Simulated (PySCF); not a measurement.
H₅NOSi₂, AlH₃N₂Si, B₂H₃OSi (calculated)

All values are calculated (PySCF 2.14.0). Calculation on a computer-drawn molecule: the log of a Hartree-Fock and frozen-core CCSD(T) single point meant for a local Hartree-Fock minimum, with one planted fault or none, to be diagnosed. Offsets are logged minus clean, where the clean run is the same molecule without the fault. The reference is restricted for singlets and unrestricted otherwise, and also for a bond in bohr or an excited solution. Adding or removing an electron swaps singlet and doublet. The excited solution moves the top pair (singlet) or top alpha electron (doublet) to the lowest empty orbital. Highest occupied and lowest empty are orbital energies over both spins, largest force is the largest gradient component, triples share is (T) over the correlation energy, the T1 limit is 0.02 restricted and 0.045 unrestricted, electrons count all cores, a negative frequency is imaginary (commonest isotopes), and the dipole is about the centre of nuclear charge.

Common to all runs: meant multiplicity 1; meant basis cc-pV(D+d)Z; logged SCF converged yes; logged CC converged yes; logged SCF stable within its kind yes; possible faults no fault, one electron removed, one electron added, multiplicity raised by two, geometry at a saddle point, SCF held on an excited solution, minimal basis STO-3G, one bond length entered in bohr, all coordinates scaled.

(1) 
```xyz
9
formula=H5NOSi2 meant_charge=0 logged_electrons=48 logged_basis_functions=99 logged_spin_squared=0 logged_highest_occupied=-9.1068 logged_lowest_empty=2.6303 logged_largest_force=8.823e-06 logged_lowest_frequency=47.017 logged_T1_diagnostic=0.01451 logged_D1_diagnostic=0.047233 logged_triples_share=0.025222 logged_dipole_magnitude=1.6235 logged_energy_HF=-710.1918 logged_energy_CCSD(T)=-710.78826 planted_fault=no_fault HF_energy_offset_from_clean_run=0 CCSD(T)_energy_offset_from_clean_run=0
N      2.6464     2.2918     0.3113
Si     2.3725     0.8141     1.1011
O      2.2713    -0.1754    -0.2355
Si     2.0511    -1.6942    -0.8176
H      2.7639     3.1536     0.8092
H      2.7088     2.4069    -0.6842
H      3.2407    -2.1013    -1.5945
H      0.8648    -1.7168    -1.6989
H      1.8471    -2.6542     0.2905
```

Units: logged_highest_occupied, logged_lowest_empty in eV; logged_largest_force in hartree/bohr; logged_lowest_frequency in cm⁻¹; logged_dipole_magnitude in debye; logged_energy_HF, logged_energy_CCSD(T) in hartree; HF_energy_offset_from_clean_run, CCSD(T)_energy_offset_from_clean_run in kcal/mol.

Drawn bonds:
| atom | other atom | order |
| --- | --- | --- |
| 1 | 2 | 1 |
| 2 | 3 | 1 |
| 3 | 4 | 1 |
| 1 | 5 | 1 |
| 1 | 6 | 1 |
| 4 | 7 | 1 |
| 4 | 8 | 1 |
| 4 | 9 | 1 |

(2) 
```xyz
7
formula=AlH3N2Si meant_charge=0 logged_electrons=44 logged_basis_functions=89 logged_spin_squared=2.0463 logged_highest_occupied=-4.996 logged_lowest_empty=0.13731 logged_largest_force=0.1208 logged_T1_diagnostic=0.065407 logged_D1_diagnostic=0.29445 logged_triples_share=0.033941 logged_dipole_magnitude=2.3694 logged_energy_HF=-641.4091 logged_energy_CCSD(T)=-641.9082 planted_fault=multiplicity_raised_by_two HF_energy_offset_from_clean_run=52.01 CCSD(T)_energy_offset_from_clean_run=71.45
N     -0.7375    -0.1250     0.8506
Si    -0.1685     1.4927     0.7467
N     -1.6047     2.3889     0.6151
Al    -2.7398     3.5477     0.4750
H     -0.1166    -0.9065     0.9393
H     -1.7031    -0.3988     0.8321
H     -3.8299     4.6458     0.3417
```

Units: logged_highest_occupied, logged_lowest_empty in eV; logged_largest_force in hartree/bohr; logged_dipole_magnitude in debye; logged_energy_HF, logged_energy_CCSD(T) in hartree; HF_energy_offset_from_clean_run, CCSD(T)_energy_offset_from_clean_run in kcal/mol.

Drawn bonds:
| atom | other atom | order |
| --- | --- | --- |
| 1 | 2 | 1 |
| 2 | 3 | 1 |
| 3 | 4 | 2 |
| 1 | 5 | 1 |
| 1 | 6 | 1 |
| 4 | 7 | 1 |

Notes: T1 above single-reference limit.

(3) 
```xyz
9
formula=H5NOSi2 meant_charge=0 logged_electrons=48 logged_basis_functions=99 logged_spin_squared=0 logged_highest_occupied=-7.8921 logged_lowest_empty=1.5882 logged_largest_force=0.024186 logged_T1_diagnostic=0.015357 logged_D1_diagnostic=0.051067 logged_triples_share=0.025684 logged_dipole_magnitude=1.7503 logged_energy_HF=-710.11971 logged_energy_CCSD(T)=-710.71894 planted_fault=all_coordinates_scaled,by_-2.2_% HF_energy_offset_from_clean_run=2.832 CCSD(T)_energy_offset_from_clean_run=5.402
N     -1.6862     0.3929     2.9654
Si    -1.9984     1.6104     1.8697
Si    -1.2456     0.4584    -0.0646
O     -2.1820     0.7424    -1.3652
H     -1.8585     0.5171     3.9237
H     -1.3463    -0.5092     2.7823
H     -1.2574    -0.9835     0.1045
H      0.1323     0.8486    -0.3418
H     -2.3463     1.6186    -1.6092
```

Units: logged_highest_occupied, logged_lowest_empty in eV; logged_largest_force in hartree/bohr; logged_dipole_magnitude in debye; logged_energy_HF, logged_energy_CCSD(T) in hartree; HF_energy_offset_from_clean_run, CCSD(T)_energy_offset_from_clean_run in kcal/mol.

Drawn bonds:
| atom | other atom | order |
| --- | --- | --- |
| 1 | 2 | 1 |
| 2 | 3 | 1 |
| 3 | 4 | 1 |
| 1 | 5 | 1 |
| 1 | 6 | 1 |
| 3 | 7 | 1 |
| 3 | 8 | 1 |
| 4 | 9 | 1 |

(4) 
```xyz
7
formula=B2H3OSi meant_charge=1 logged_electrons=35 logged_basis_functions=80 logged_spin_squared=0.7615 logged_highest_occupied=-7.5507 logged_lowest_empty=-1.022 logged_largest_force=0.054151 logged_T1_diagnostic=0.020393 logged_D1_diagnostic=0.053174 logged_triples_share=0.032928 logged_dipole_magnitude=7.9962 logged_energy_HF=-414.86534 logged_energy_CCSD(T)=-415.33968 planted_fault=one_electron_added HF_energy_offset_from_clean_run=-149.9 CCSD(T)_energy_offset_from_clean_run=-159.3
O     -0.1931     2.4573     0.1963
B      0.8330     1.8900     0.3147
B      2.2306     0.9539     0.4735
Si     2.1282    -1.0728     0.4241
H      3.3174     1.4186     0.6182
H      2.2575    -1.8213    -0.8297
H      1.9476    -1.8658     1.6437
```

Units: logged_highest_occupied, logged_lowest_empty in eV; logged_largest_force in hartree/bohr; logged_dipole_magnitude in debye; logged_energy_HF, logged_energy_CCSD(T) in hartree; HF_energy_offset_from_clean_run, CCSD(T)_energy_offset_from_clean_run in kcal/mol.

Drawn bonds:
| atom | other atom | order |
| --- | --- | --- |
| 1 | 2 | 2 |
| 2 | 3 | 1 |
| 3 | 4 | 1 |
| 3 | 5 | 1 |
| 4 | 6 | 1 |
| 4 | 7 | 1 |
